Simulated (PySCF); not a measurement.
**Structure and specific rotation at 589.3 nm (origin-invariant length gauge)**

Theory: PySCF 2.14.0, TDDFT BHandHLYP/def2-SVPD circular dichroism and optical rotation, one conformer, gas phase. Geometry: GFN2-xTB.

Each molecule in one low-energy conformer. The parent is N[C@@H]1C=CC[C@@H](S)C1.

The molecule is flexible and this is one conformer; a measurement averages over conformers.

Question: How does the specific rotation at 589.3 nm (origin-invariant length gauge) change along this series?
- N[C@@H]1C=CC[C@@H](S)C1 (base)
- N[C@@H]1C=CC[C@H](S)C1 (diastereomer)

Answer: 
```csv
molecule,[α]589 (deg dm⁻¹ (g/mL)⁻¹),S1 (eV),"R(S1), velocity form (10⁻⁴⁰ esu² cm²)"
N[C@@H]1C=CC[C@@H](S)C1,-101.8,5.82,-4.8
N[C@@H]1C=CC[C@H](S)C1,+84.0,5.65,-1.3
```
The specific rotation at 589.3 nm (origin-invariant length gauge) is lowest for N[C@@H]1C=CC[C@@H](S)C1 and highest for N[C@@H]1C=CC[C@H](S)C1.
